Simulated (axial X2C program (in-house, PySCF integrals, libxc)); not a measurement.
NiS: properties at the nuclei

Calculated with an in-house all-electron X2C program for linear molecules (integrals from PySCF): two-component X2C with atomic mean-field Coulomb and Gaunt terms, Gaussian nuclei, basis Ni dyall-cv3z, S dyall-av3z with contracted cores.

R = 1.951 Å (near the PBE0 minimum at charge 0 of the determinant lowest at the starting distance; the state shown can have its own minimum elsewhere).

Input and command:
```json
{"zs": [28, 16], "q": 0, "bas": ["dyall-cv3z", "dyall-av3z"], "r0": 1.95, "levels": ["PBE0", "HF", "PBE", "LDA", "r2SCAN"], "nst": 3}
```
```bash
python soeom.py task.json out
```

Keys: zs atomic numbers; q charge; bas basis sets; r0 starting distance in Å; levels methods; nst determinants followed.

Determinant lowest in the PBE0 search, Ω = 1 (⟨Sz⟩ = 1.00, ⟨Lz⟩ = 0.00 at PBE0), spin on the atoms Ni 0.58, S 0.42:

```tsv
level	Eeff magnitude (GV/cm)	Ws magnitude Ni (kHz)	A∥/gI Ni (MHz)	qzz Ni (a.u.)	A∥/gI S (MHz)	qzz S (a.u.)	μ (D)
PBE0	0.318	0.0594	164	2.42	-102	-0.07	-4.52
HF	0.916	0.395	1140	2.38	-11.2	1.23	-3.72
PBE	0.271	0.049	122	2.51	-120	-0.25	-3.32
LDA	0.301	0.0596	77.1	2.52	-120	-0.33	-3.05
r2SCAN	0.249	0.0377	191	2.37	-69.9	-0.16	-3.92
```

Eeff is the effective electric field on the electron electric dipole moment in this Ω state and Ws the scalar–pseudoscalar constant of the nucleus named (defined with the proton number Z and per Ω); A∥ (defined per Ω) follows by multiplying with gI = μI/(I μN); qzz is the electric field gradient, eQq0 = 234.96 MHz × Q/barn × qzz; μ is positive if the S end (last atom) is positive. The operators were transformed with the bare-nucleus X2C matrices; with these basis sets, hyperfine constants and field gradients can be off by tens of per cent, and where levels differ in sign neither size nor sign is settled.

With Q(61Ni) = 0.162 barn (Q from Pyykkö, Mol. Phys. 2018), turn the PBE0 values of the first state into constants in MHz.

eQq0(61Ni) = 234.96 × (0.162) × (2.42) = 92.1 MHz.

Each state is one determinant with collinear spin, which with several unpaired electrons need not be a pure state. Unrestricted Hartree–Fock can overshoot spin polarisation at the nuclei. In the state Ω = 1 the sign of Eeff differs between levels (HF against PBE0). With several open shells hyperfine constants can be off by a factor of several. Where Eeff spreads by more than a factor of two the levels disagree and none is to be relied on. Open-shell Ω = 0 determinants with evenly filled partner blocks cannot be reached by this program, so the Ω shown need not be the lowest component. States lie within half an eV, so the first need not be the ground state. The sign of Ws at Ni differs between levels in the first state. Further determinants of the search, some of them spin-mixed, are not shown. Where a field gradient or hyperfine factor spreads by more than a factor of two over the levels, a constant derived from it is not to be relied on.
